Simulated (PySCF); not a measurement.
# Fractional electron number in Cu(2+) (copper, charge +2)

The 3d beta orbital of [Ar] 3d9 is emptied in steps (occupation f), with all orbitals relaxed, ending at [Ar] 3d8. All numbers are calculated (PySCF 2.14, scalar relativity by spin-free X2C-1e, in jorge-DZP-DKH (8s6p2d1f, 43 functions)). The exact energy is a straight line in f; departures are measured from the line between the end points of the same method.

| f | r2SCAN0 (eV) |
| --- | --- |
| 1 | 0.000 |
| 0.8 | -0.850 |
| 0.6 | -1.277 |
| 0.4 | -1.278 |
| 0.2 | -0.853 |
| 0 | 0.000 |

```json
{"method": "r2SCAN0", "E(f=0) − E(f=1) (eV)": "36.466", "−ε at f=1 (eV)": "31.167", "−ε at f=0.4 (eV)": "37.527"}
```

Orbital energy along the path (eV):

```csv
f,r2SCAN0
1,-31.167
0.8,-33.271
0.6,-35.395
0.4,-37.527
0.2,-39.659
0,-41.801
```

Reference removal energy between the ground levels: 36.841 ± 0.012 eV (measured; NIST Atomic Spectra Database, ionization energies). The calculation has no spin-orbit coupling. The determinant left behind need not be the lowest term of the ion.
